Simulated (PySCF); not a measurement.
Simulation results for B2H5OSi, B3FH5, CH7B2Si

All values are calculated (PySCF 2.14.0). Calculation on a computer-drawn molecule: optimised geometry and harmonic frequencies of an isolated molecule of the commonest isotopes, restricted reference for singlets and unrestricted otherwise, frozen core in MP2.

Common to all runs: method HF.

(1) B2H5OSi

Start structure:
```xyz
9
B2H5OSi
B      0.0454     0.0076     0.6553
B      0.7277    -1.4078     0.8520
O      0.8934    -2.3779    -0.1172
Si     1.6445    -1.9981     2.4465
H     -0.0572     0.8691     1.4842
H     -0.5328     0.3453    -0.3894
H      0.4507    -2.1795    -0.9773
H      1.8463    -1.2251     3.7199
H      2.3824    -3.2524     2.7475
```

Settings of this run: charge 0, multiplicity 2 and basis cc-pV(D+d)Z.

Drawn bonds:
```tsv
atom	other atom	order
1	2	1
2	3	1
2	4	1
1	5	1
1	6	1
3	7	1
4	8	1
4	9	1
```

(2) B3FH5

Start structure:
```xyz
9
B3FH5
B     -0.2682    -0.3208    -1.5103
B     -0.1060    -0.3752     0.0089
B      0.5693    -1.9884     0.3593
F     -0.4289     0.3841     1.1336
H      0.6546    -0.0853    -2.1935
H     -1.1665    -0.9003    -2.1215
H     -0.2220    -2.5695     1.1121
H      0.8203    -2.7058    -0.5578
H      1.5815    -1.7958     1.0016
```

Settings of this run: charge -1, multiplicity 1 and basis aug-cc-pVDZ.

Drawn bonds:
```tsv
atom	other atom	order
1	2	1
2	3	1
2	4	1
1	5	1
1	6	1
3	7	1
3	8	1
3	9	1
```

(3) CH7B2Si

Start structure:
```xyz
11
CH7B2Si
B     -2.2253    -0.5824    -0.3630
B     -1.0146     0.1815    -1.1492
C      0.3808     0.2466    -1.0664
Si    -1.9519     1.0675    -2.6768
H     -2.8466    -0.0190     0.4570
H     -2.6621    -1.6311    -0.6573
H      1.0756    -0.4728    -0.7670
H      1.0285     1.1665    -1.4094
H     -3.3601     1.4317    -2.4398
H     -1.2137     2.2670    -3.0604
H     -1.9742     0.1668    -3.9006
```

Settings of this run: charge 0, multiplicity 2 and basis cc-pV(D+d)Z.

Drawn bonds:
```tsv
atom	other atom	order
1	2	1
2	3	1
2	4	1
1	5	1
1	6	1
3	7	1
3	8	1
4	9	1
4	10	1
4	11	1
```

Question: Estimate the spin squared of B2H5OSi (entry 1).
Answer: 0.7641

Question: B2H5OSi (entry 1): total energy?
Answer: -416.0512 hartree

Question: B2H5OSi (entry 1): rotational constants?
Answer: 7.75, 3.96, 2.696 GHz

Question: What rotational constants does the calculation give for B3FH5 (entry 2)?
Answer: 7.594, 7.202, 3.937 GHz

Question: What total energy does the calculation give for B3FH5 (entry 2)?
Answer: -176.4142 hartree

Question: What total energy does the calculation give for CH7B2Si (entry 3)?
Answer: -380.1684 hartree

Question: Give the missing spin squared for CH7B2Si (entry 3).
Answer: 0.7594

Further results for B2H5OSi (entry 1):

* convergence status largest gradient component: 3.093e-05 hartree/bohr

Optimised structure:
```xyz
9
B2H5OSi
B      0.0771     0.0360     0.6722
B      0.6660    -1.5574     0.8235
O      0.6116    -2.5535    -0.1003
Si     1.5355    -2.0817     2.6011
H     -0.9765     0.3710     1.1470
H      0.7349     0.9020     0.1564
H      0.1927    -2.3190    -0.9148
H      1.9067    -0.9606     3.5027
H      2.6524    -3.0557     2.5337
```

Modes:
```tsv
frequency (cm⁻¹)	reduced mass (dalton)
131.9	1.229
176.9	2.072
224.6	1.035
278.4	3.423
335.9	1.966
472.7	1.359
535	2.715
582.1	1.354
616.7	1.167
793.1	1.9
853.3	3.115
995.7	1.26
1017	1.221
1205	1.28
1269	1.307
1374	6.75
2284	1.035
2299	1.047
2655	1.058
2718	1.121
4149	1.067
```

Further results for B3FH5 (entry 2):

- convergence status largest gradient component: 1.392e-05 hartree/bohr

Optimised structure:
```xyz
9
B3FH5
B     -0.2914    -0.2932    -1.6268
B     -0.0798    -0.5583     0.0411
B      0.6071    -2.0703     0.5101
F     -0.4510     0.4154     0.9557
H      0.5957     0.1296    -2.3368
H     -1.2716    -0.6782    -2.2276
H     -0.2003    -2.6581     1.2583
H      0.8598    -2.8003    -0.4728
H      1.6657    -1.8436     1.1313
```

Modes:
```tsv
frequency (cm⁻¹)	reduced mass (dalton)
36.8	1.071
126.4	2.606
302.7	2.766
317.2	1.537
323.1	1.116
508.5	1.189
616	3.487
697.1	1.793
859.8	2.419
915.2	2.423
1009	1.884
1134	1.494
1187	2.525
1205	1.105
1219	1.058
1288	1.475
2254	1.096
2284	1.1
2304	1.037
2566	1.06
2597	1.118
```

Further results for CH7B2Si (entry 3):

* rotational constants: 7.139, 3.746, 2.584 GHz
* convergence status largest gradient component: 1.34e-05 hartree/bohr

Optimised structure:
```xyz
11
CH7B2Si
B     -2.1982    -0.6463    -0.2230
B     -1.1577     0.1808    -1.2556
C      0.3816     0.2064    -1.0995
Si    -1.9795     1.1955    -2.8475
H     -2.6863    -0.1131     0.7405
H     -2.5398    -1.7814    -0.4392
H      0.9190    -0.4329    -0.4033
H      1.0291     0.8634    -1.6745
H     -3.4381     1.4401    -2.7036
H     -1.3139     2.5116    -3.0395
H     -1.7797     0.3982    -4.0878
```

Modes:
```tsv
frequency (cm⁻¹)	reduced mass (dalton)
36.42	1.063
120.2	1.026
154.8	2.743
225.5	2.503
268.6	1.662
321	1.069
505.1	2.381
523.2	1.517
609.5	1.246
717.3	1.42
822.3	1.736
833.5	2.26
951.1	1.493
989.8	1.112
1020	1.046
1033	1.036
1091	1.815
1187	2.636
1286	1.512
1569	1.162
2274	1.049
2277	1.046
2289	1.025
2646	1.058
2707	1.12
3256	1.055
3338	1.113
```
